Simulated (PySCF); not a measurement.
Electron correlation in Lu⁵⁷⁺ (lutetium, charge +57)

[Ne] 3s2 3p2, high-spin 3P determinant. Computed with PySCF 2.14 in an even-tempered Gaussian basis (17 s from 15 bohr⁻², ratio 2.5; 12 p from 19 bohr⁻², ratio 2.5; 4 d from 74 bohr⁻², ratio 2.7; 4 f from 110 bohr⁻², ratio 2.7), with the spin-free X2C one-electron Hamiltonian (Gaussian nucleus). Frozen: 1s2; 12 electrons correlated; the 20 highest virtual orbitals of each spin left out.

```tsv
level	correlation energy (mhartree)
CCSD	-540.73
(T)	-0.51
CCSD(T)	-541.24
```

Diagnostics: T1 = 0.00031, D1 = 0.0014, largest double amplitude 0.034.

Spin-orbit coupling is strong in this species (close to jj coupling), so the high-spin LS determinant is a model state, not a physical level.

Cost of the coupled-cluster step: about 40 core-seconds, for 12 correlated electrons.

Iterations:

```
CC2 = 0
CCSD nocc = (np.int64(7), np.int64(5)), nmo = (80, 80)
frozen orbitals [[0, 81, 82, 83, 84, 85, 86, 87, 88, 89, 90, 91, 92, 93, 94, 95, 96, 97, 98, 99, 100], [0, 81, 82, 83, 84, 85, 86, 87, 88, 89, 90, 91, 92, 93, 94, 95, 96, 97, 98, 99, 100]]
max_cycle = 100
direct = 0
conv_tol = 1e-08
conv_tol_normt = 1e-06
diis_space = 8
diis_start_cycle = 0
Init t2, MP2 energy = -0.526155705469588
Init E_corr(UCCSD) = -0.526155705469721
cycle = 1  E_corr(UCCSD) = -0.538218583921521  dE = -0.0120628785  norm(t1,t2) = 0.00684828
cycle = 2  E_corr(UCCSD) = -0.540274364293455  dE = -0.00205578037  norm(t1,t2) = 0.00130556
cycle = 3  E_corr(UCCSD) = -0.540732199845718  dE = -0.000457835552  norm(t1,t2) = 0.000264987
cycle = 4  E_corr(UCCSD) = -0.540728240243926  dE = 3.95960179e-06  norm(t1,t2) = 9.07268e-06
cycle = 5  E_corr(UCCSD) = -0.540728262878719  dE = -2.26347938e-08  norm(t1,t2) = 2.37936e-07
cycle = 6  E_corr(UCCSD) = -0.540728263455341  dE = -5.76622083e-10  norm(t1,t2) = 9.97138e-09
UCCSD converged
E(UCCSD) = -10989.75777048292  E_corr = -0.5407282634553414
UCCSD(T) correction = -0.000507615196082132
```

At this charge the one-electron X2C treatment keeps the bare 1/r₁₂, with no two-electron picture change or Breit term. The effect here is smaller than on the frozen 1s shell; and a scalar Hamiltonian misses the large spin-orbit splitting of the p shells, which matters for ns² → np² pairs.

Spin-orbit coupling is strong in this species, so the high-spin LS determinant is a model state.
